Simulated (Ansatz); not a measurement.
Species: C$_{2}$H$_{7}$GaS, SMILES `[CH3][Ga]([SH])[CH3]` (C–Ga–S–H torsion 179°) (charge 0, multiplicity 1), formula C2H7GaS.

Task: How many basis functions does Ansatz (an electronic-structure program) with frozen-core CCSD(T)/cc-pVTZ // B3LYP-D3(BJ)/def2-TZVP use, how many core orbitals are frozen, and how many electrons are correlated?

Result: 235 basis functions and 16 frozen orbitals, which leaves 34 correlated electrons (filled d shells below the valence shell are correlated). Core time is of the order of minutes.
